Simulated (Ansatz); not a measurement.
A structure drawn as `[CH3][Mo](=[O])(=[O])[OH]`, with this starting geometry:

```xyz
9

C     1.344   -0.070    0.081
Mo   -0.800    0.384    0.305
O    -1.087    2.170    0.026
O    -1.352   -0.069    2.041
O    -1.880   -0.682   -1.025
H     1.929    0.518    0.776
H     1.509   -1.132    0.146
H     1.626    0.302   -0.972
H    -1.289   -1.421   -1.378
```

Total charge 0; spin multiplicity 1. Mo takes the def2 core potential.

Question: Does it keep its bonds when Ansatz relaxes it at PBE-D4/def2-SVP and then PBE0-D4/def2-TZVP?

Answer: Yes, every drawn bond is still there and no new one forms.

Question: Give the relaxed structure. (An estimate is asked.)

Answer: The calculation gave: 
Z-matrix (Å, degrees):
```
C
Mo 1 2.100
H 1 1.093 2 108.9
H 1 1.092 2 110.1 3 119.8
H 1 1.093 2 109.4 3 -120.2
O 2 1.676 1 105.6 3 -62.2
O 2 1.676 1 105.9 3 -178.6
O 2 1.867 1 108.5 3 58.6
H 8 0.960 2 126.1 1 111.0
```
All modes are real.

Atoms count as bonded under 1.1 times the sum of their covalent radii (H–H under 0.85 Å, pairs among N, O and F under 1.55 Å), and a drawn bond as lost past 1.3 times.
